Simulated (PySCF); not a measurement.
Vertical excitations of a molecule C₅H₉N from TDDFT-PBE/def2-SVPD (PySCF), as energy in eV (oscillator strength): 5.09 (0.001), 5.40 (0.009), 5.51 (0.007), 5.76 (0.017), 6.05 (0.021), 6.34 (0.001), 6.47 (0.020), 6.51 (0.003), 6.61 (0.018), 6.71 (0.001). Lowest triplet (TDA): 4.96 eV. Geometry optimised at B3LYP-D3(BJ)/def2-SVP. The values are those of a single conformer.

### Question
Identify the compound among the candidates.
A) C=C=C(N)CC
B) CC[C@@H](C)C#N
C) CC#CCCN
D) C#CCCNC

### Answer
D, C#CCCNC
